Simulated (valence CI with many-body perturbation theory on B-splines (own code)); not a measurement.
Energy levels of Pm⁵⁵⁺

Method: relativistic CI+MBPT: four valence electrons over a frozen Dirac-Fock core [He], radial functions for each j: 11 s, 11 p, 10 d, 8 f, 5 g, 2 h, with the one-electron correlation potential Σ1 (screened to all orders), the two-electron term Σ2, the three-electron term Σ3, Breit, model QED; selected single and double excitations, second order for the rest, scaled by the run's own slope (own B-spline code, finite nucleus).

The last digits are not significant, and no measured levels were compared; by estimate large intervals hold to a few tenths of a per cent, small ones and those within an open d or f shell to about a per cent. Among the levels kept, up to 900 cm⁻¹ of a level comes from second order outside the variational space, and about a tenth of that is noise between levels of different J, which matters for small intervals.

Levels 91 to 135 of 208, with energies above the lowest level, (2s^2 2p1/2^2) J=0. "Leading %" is the weight of the configuration and term that name the level; weights of strongly mixed levels are sums over their largest components and can fall short, so below about 35 % the name and the second component can differ from the true leading terms, or belong to a minority configuration. In the jj column 3d3/2^4 stands for four electrons in 3d with j = 3/2. Lifetimes count E1, E2, E3, M1 and M2 decay at the calculated energies, and are blank where another channel may lead or the interval is too uncertain; long ones can be off by a factor of two.

| No. | Configuration | Term | J | E (eV) | Leading % | Leading jj | Lifetime |
| --- | --- | --- | --- | --- | --- | --- | --- |
| 91 | 2s 2p2 3d | 5D | 4 | 7758.2 | 50 | 2s 2p1/2 2p3/2 3d5/2 (81 %) | 58.8 fs |
| 92 | 2s 2p2 3p | 3P° | 0 | 7758.9 | 80 | 2s 2p1/2 2p3/2 3p3/2 (100 %) | 159 fs |
| 93 | 2s 2p2 3d | 3D | 2 | 7760.0 | 26 | 2s 2p1/2 2p3/2 3d3/2 (83 %) | 1.03 fs |
| 94 | 2s 2p2 3d | 5P | 1 | 7761.6 | 22 | 2s 2p1/2 2p3/2 3d3/2 (70 %) | 911 as |
| 95 | 2s 2p2 3p | 1D° | 2 | 7762.5 | 36 | 2s 2p1/2 2p3/2 3p3/2 (93 %) | 8.58 fs |
| 96 | 2s 2p2 3p | 3S° | 1 | 7766.0 | 27 | 2s 2p1/2 2p3/2 3p3/2 (86 %) | 7.93 fs |
| 97 | 2s 2p2 3p | 3P° | 1 | 7767.3 | 53 | 2s 2p1/2 2p3/2 3p3/2 (98 %) | 76.4 fs |
| 98 | 2s 2p2 3d | 3F | 2 | 7775.5 | 31 | 2s 2p1/2 2p3/2 3d5/2 (94 %) | 2.12 fs |
| 99 | 2s 2p2 3d | 3F | 3 | 7784.1 | 47 | 2s 2p1/2 2p3/2 3d5/2 (88 %) | 1.02 fs |
| 100 | 2p3 3p | 3D | 2 | 7787.5 | 18 | 2p1/2^2 2p3/2 3p1/2 (76 %) | 3.14 fs |
| 101 | 2s 2p2 3d | 3D | 1 | 7788.7 | 24 | 2s 2p1/2 2p3/2 3d5/2 (73 %) | 2.00 fs |
| 102 | 2s 2p2 3d | 3G | 5 | 7791.6 | 59 | 2s 2p1/2 2p3/2 3d5/2 (99 %) | 26.5 ps |
| 103 | 2p3 3p | 3P | 1 | 7792.7 | 14 | 2p1/2^2 2p3/2 3p1/2 (62 %) | 7.93 fs |
| 104 | 2s 2p2 3d | 3F | 2 | 7799.5 | 54 | 2s 2p1/2 2p3/2 3d3/2 (64 %) | 6.60 fs |
| 105 | 2s 2p2 3d | 3G | 3 | 7806.8 | 39 | 2s 2p1/2 2p3/2 3d3/2 (85 %) | 30.7 fs |
| 106 | 2s 2p2 3d | 3D | 3 | 7813.4 | 59 | 2s 2p1/2 2p3/2 3d5/2 (83 %) | 1.52 fs |
| 107 | 2s 2p2 3d | 3D | 1 | 7815.8 | 64 | 2s 2p1/2 2p3/2 3d3/2 (86 %) | 4.41 fs |
| 108 | 2s 2p2 3d | 3F | 4 | 7817.8 | 56 | 2s 2p1/2 2p3/2 3d5/2 (93 %) | 1.15 fs |
| 109 | 2s 2p2 3d | 3D | 1 | 7821.1 | 69 | 2s 2p1/2 2p3/2 3d5/2 (60 %) | 1.30 fs |
| 110 | 2s 2p2 3d | 1D | 2 | 7824.8 | 27 | 2s 2p1/2 2p3/2 3d5/2 (58 %) | 1.66 fs |
| 111 | 2s 2p2 3d | 3P | 0 | 7830.1 | 96 | 2s 2p1/2 2p3/2 3d5/2 (60 %) | 1.01 fs |
| 112 | 2s 2p2 3d | 1D | 2 | 7832.8 | 42 | 2s 2p1/2 2p3/2 3d3/2 (82 %) | 1.42 fs |
| 113 | 2s 2p2 3d | 1P | 1 | 7839.2 | 58 | 2s 2p1/2 2p3/2 3d3/2 (56 %) | 1.25 fs |
| 114 | 2s 2p2 3d | 1S | 0 | 7841.2 | 59 | 2s 2p1/2 2p3/2 3d3/2 (61 %) | 1.41 fs |
| 115 | 2s 2p2 3d | 3D | 3 | 7856.8 | 41 | 2s 2p1/2 2p3/2 3d5/2 (98 %) | 5.41 fs |
| 116 | 2s 2p2 3d | 3F | 4 | 7861.7 | 44 | 2s 2p1/2 2p3/2 3d5/2 (100 %) | 4.47 fs |
| 117 | 2s 2p2 3d | 3P | 2 | 7872.3 | 48 | 2s 2p1/2 2p3/2 3d5/2 (97 %) | 993 as |
| 118 | 2s 2p2 3d | 3P | 1 | 7873.3 | 46 | 2s 2p1/2 2p3/2 3d5/2 (98 %) | 1.47 fs |
| 119 | 2s 2p2 3d | 1F | 3 | 7873.3 | 43 | 2s 2p1/2 2p3/2 3d5/2 (98 %) | 1.06 fs |
| 120 | 2s 2p2 3d | 3D | 2 | 7875.8 | 44 | 2s 2p1/2 2p3/2 3d5/2 (99 %) | 1.48 fs |
| 121 | 2p3 3p | 3D | 3 | 7959.3 | 48 | 2p1/2^2 2p3/2 3p3/2 (97 %) | 5.69 fs |
| 122 | 2p3 3p | 3P | 1 | 7959.8 | 35 | 2p1/2^2 2p3/2 3p3/2 (97 %) | 5.13 fs |
| 123 | 2p3 3p | 3P | 2 | 7982.1 | 42 | 2p1/2^2 2p3/2 3p3/2 (97 %) | 5.09 fs |
| 124 | 2p3 3p | 3P | 0 | 8002.9 | 70 | 2p1/2^2 2p3/2 3p3/2 (97 %) | 5.44 fs |
| 125 | 2p3 3d | 3D° | 2 | 8019.1 | 32 | 2p1/2^2 2p3/2 3d3/2 (97 %) | 17.5 fs |
| 126 | 2p3 3d | 3F° | 3 | 8025.5 | 27 | 2p1/2^2 2p3/2 3d3/2 (96 %) | 73.5 fs |
| 127 | 2p3 3d | 3D° | 1 | 8029.0 | 33 | 2p1/2^2 2p3/2 3d3/2 (98 %) | 5.35 fs |
| 128 | 2p3 3d | 3P° | 0 | 8030.9 | 62 | 2p1/2^2 2p3/2 3d3/2 (98 %) | 98.3 fs |
| 129 | 2s 2p2 3s | 5P | 3 | 8031.7 | 60 | 2s 2p3/2^2 3s (99 %) | 23.7 fs |
| 130 | 2s 2p2 3s | 3P | 2 | 8053.0 | 53 | 2s 2p3/2^2 3s (99 %) | 8.53 fs |
| 131 | 2p3 3d | 3F° | 4 | 8068.2 | 49 | 2p1/2^2 2p3/2 3d5/2 (98 %) | 254 fs |
| 132 | 2p3 3d | 3D° | 2 | 8078.3 | 34 | 2p1/2^2 2p3/2 3d5/2 (97 %) | 2.08 fs |
| 133 | 2p3 3d | 3D° | 3 | 8092.1 | 46 | 2p1/2^2 2p3/2 3d5/2 (96 %) | 945 as |
| 134 | 2p3 3d | 3D° | 1 | 8101.9 | 35 | 2p1/2^2 2p3/2 3d5/2 (98 %) | 1.42 fs |
| 135 | 2s 2p2 3p | 3P° | 2 | 8116.9 | 27 | 2s 2p3/2^2 3p1/2 (99 %) | 14.2 fs |

Where two levels of one J and parity lie close, their mixing, g and order are uncertain.
